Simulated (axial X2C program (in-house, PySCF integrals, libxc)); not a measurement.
# NaRb: cheaper levels and CCSD(T), two-component

Computed with an in-house all-electron X2C program for linear molecules (integrals from PySCF). Two-component (2c) means X2C with spin–orbit coupling and atomic mean-field two-electron Coulomb and Gaunt terms. Basis: Rb dyall-cv3z [12s13p8d4f1g], Na dyall-cv3z [9s8p5d2f] (cores contracted in-house); Gaussian nuclei, density fitting, unrestricted open shells. Masses: Rb 84.912 u, Na 22.990 u.

State: Ω = 0 (closed shell); fragments Rb + Na.

| level | Re (Å) | ωe (cm⁻¹) | De (eV) |
| --- | --- | --- | --- |
| PBE0 | 3.682 | 106.7 | 0.584 |
| HF | 3.855 | 101.0 | -0.074 |
| MP2 | 3.671 | 108.9 | 0.394 |
| CCSD | 3.715 | 105.4 | 0.575 |
| LDA | 3.542 | 110.2 | 0.757 |

Correlated methods: 10 electrons correlated (number of frozen shells: Rb 3 s, 2 p, 1 d; Na 2 s, 1 p), 284 virtual spin orbitals or spinors in MP2, 90 natural virtuals in coupled cluster.

CCSD(T), same Hamiltonian and basis:

Re = 3.704 Å, ωe = 104.5 cm⁻¹, De = 0.60 eV; T1 = 0.020 (Lee–Taylor normalisation).

Problem. Give the differences from CCSD(T) in the columns below.

Solution. 

```
level  ΔRe (Å)  Δωe (cm⁻¹)  ΔDe (eV)
 PBE0   -0.022         2.2     -0.02
   HF    0.151        -3.5     -0.67
  MP2   -0.033         4.4     -0.21
 CCSD    0.011         0.9     -0.03
  LDA   -0.162         5.7      0.16
```

Occupations by symmetry block were frozen at the best pattern of an incomplete PBE0 search. Closed shells are restricted here (equal orbitals for both partners); the stretched side of such a curve lies too high. De is counted from the lowest determinant-based energies of the atoms at the same level, without counterpoise correction. CCSD and (T) use frozen natural virtuals with an MP2 correction for the truncation; (T) itself is uncorrected, so its De runs slightly low. With the outer-core shells frozen, correlated bond lengths of heavy atoms tend to come out a few hundredths of an ångström too long.
